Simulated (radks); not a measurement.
Effect of the nuclear size on the caesium ion Cs+, [Xe]. Method: Dirac Kohn-Sham, exchange-only LDA, spin-unpolarised, spherical densities, finite nucleus; Fermi nuclear charge, rms radius 4.8041 fm; computed with a radial shooting solver on a logarithmic mesh with Libxc functionals. The rms radius is varied about that value; shifts are against it.

rms radius (fm)  total energy shift (eV)  density at nucleus (e/bohr^3)  1s1/2 shift (meV)  2s1/2 shift (meV)  4p1/2 shift (meV)  5s1/2 shift (meV)  5p1/2 shift (meV)  5p3/2 shift (meV)  6s1/2 (empty) shift (meV)
4.0547                             -2.15                      3.045e+05               -896               -107              0.320             -0.688              0.063              0.073                     -0.084
4.5495                            -0.762                       2.98e+05               -318              -37.9              0.114             -0.244              0.022              0.026                     -0.030
4.8041                                 0                       2.95e+05              0.000              0.000              0.000              0.000              0.000              0.000                      0.000
5.0827                             0.873                      2.919e+05                364               43.4             -0.130              0.280             -0.026             -0.030                      0.034
5.6064                              2.62                      2.866e+05               1090                130             -0.391              0.840             -0.077             -0.089                      0.103

Slopes of the eigenvalues against <r^2> in GHz/fm^2, as finite differences over the two radii next to the reference (eigenvalue slopes, not the field-shift constants of lines): 1s1/2 32100, 2s1/2 3830, 4p1/2 -11.5, 5s1/2 24.7, 5p1/2 -2.27, 5p3/2 -2.62, 6s1/2 (empty) 3.03.
